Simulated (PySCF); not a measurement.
CsI, charge -1, multiplicity 2. Atoms are numbered in the order given.

```xyz
2

Cs     0.0000     0.0000    -1.7750
I      0.0000     0.0000     1.8420
```
Charge -1, spin multiplicity 2.

Geometry optimised at B3LYP-D3(BJ)/def2-TZVPD. The spin state was assumed, not searched. The def2 effective core potentials stand for the cores of Cs, I; spin–orbit coupling is left out.

Method: PBE/def2-TZVPD run with PySCF.

Mulliken values depend strongly on the basis, most of all with diffuse functions as here. ESP charges are fitted to the potential on shells at 1.4 to 2.0 van der Waals radii. Atomic charges (e):

```
atom  Mulliken  ESP fit  Mulliken spin
----  --------  -------  -------------
Cs1      -0.10    -0.48           0.99
I2       -0.90    -0.52           0.01
```
